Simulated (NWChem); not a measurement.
System meant: BP2H5O; SMILES OB(P)P

The following NWChem deck was run.

```
start job
memory heap 200 mb stack 900 mb global 1100 mb
geometry units angstroms noautoz
  B      0.450874    -0.035883    -0.003160
  O      1.812814    -0.124679    -0.042452
  H      2.262300     0.738214    -0.106618
  P     -0.533221    -1.702212    -0.056549
  H     -1.577343    -1.305356     0.847297
  H      0.241694    -2.405988     0.928375
  P     -0.504803     1.653410     0.103990
  H     -1.580393     1.282386    -0.771717
  H      0.240339     2.357888    -0.909388
end
basis spherical
  * library def2-svp
end
dft
  xc xpbe96 cpbe96
  iterations 4
  mulliken
end
task dft energy
```

End of the output:

```
    Atom       Charge   Shell Charges
 -----------   ------   -------------------------------------------------------
    1 B    5     5.46   1.96  0.59  0.30  1.47  0.88  0.26
    2 O    8     7.96   1.97  0.86  0.55  2.69  1.86  0.02
    3 H    1     0.89   0.55  0.17  0.17
    4 P   15    14.77   2.00  1.94  0.88  0.53  5.80  1.55  1.95  0.11
    5 H    1     1.03   0.62  0.36  0.05
    6 H    1     1.03   0.62  0.36  0.05
    7 P   15    14.80   2.00  1.94  0.88  0.54  5.80  1.55  1.96  0.11
    8 H    1     1.02   0.62  0.36  0.05
    9 H    1     1.04   0.63  0.37  0.05

 center of mass
 --------------
 x =  -0.00247710 y =  -0.01601413 z =   0.00148234

 moments of inertia (a.u.)
 ------------------
         690.508313907242           0.000000000000           0.000000000000
           0.000000000000         304.458509543073          -0.000000000000
           0.000000000000          -0.000000000000         970.620941006156

     Multipole analysis of the density
     ---------------------------------

     L   x y z        total         alpha         beta         nuclear
     -   - - -        -----         -----         ----         -------
     0   0 0 0     -0.000000    -24.000000    -24.000000     48.000000

     1   1 0 0      0.356948      0.178474      0.178474     -0.000000
     1   0 1 0      0.506160      0.253080      0.253080     -0.000000
     1   0 0 1     -0.035254     -0.017627     -0.017627      0.000000

     2   2 0 0    -27.462266    -95.221565    -95.221565    162.980863
     2   1 1 0      2.557746     -0.334820     -0.334820      3.227385
     2   1 0 1     -0.104838      0.076217      0.076217     -0.257272
     2   0 2 0    -30.933806   -193.583925   -193.583925    356.234045
     2   0 1 1     -2.836883      4.638253      4.638253    -12.113389
     2   0 0 2    -30.701128    -21.157420    -21.157420     11.613712

 ------------------------------------------------------------------------
 dft energy failed                                                                                  0
 ------------------------------------------------------------------------
 ------------------------------------------------------------------------
  current input line :
    22: task dft energy
 ------------------------------------------------------------------------
 ------------------------------------------------------------------------
 This type of error is most commonly associated with calculations not reaching convergence criteria
 ------------------------------------------------------------------------
 For more information see the NWChem manual at https://nwchemgit.github.io

0:dft energy failed:Received an Error in Communication
```

Task: Find the fault in this run and fix the input.

Result: Convergence was not reached. Cause: the SCF was allowed too few iterations. This input runs:
```
start job
memory heap 200 mb stack 900 mb global 1100 mb
geometry units angstroms noautoz
  B      0.450874    -0.035883    -0.003160
  O      1.812814    -0.124679    -0.042452
  H      2.262300     0.738214    -0.106618
  P     -0.533221    -1.702212    -0.056549
  H     -1.577343    -1.305356     0.847297
  H      0.241694    -2.405988     0.928375
  P     -0.504803     1.653410     0.103990
  H     -1.580393     1.282386    -0.771717
  H      0.240339     2.357888    -0.909388
end
basis spherical
  B library def2-svp
  O library def2-svp
  H library def2-svp
  P library def2-svp
end
dft
  xc xpbe96 cpbe96
  iterations 150
  mulliken
end
task dft energy
```
It converges to -785.09544 Ha (PBE/def2-SVP).
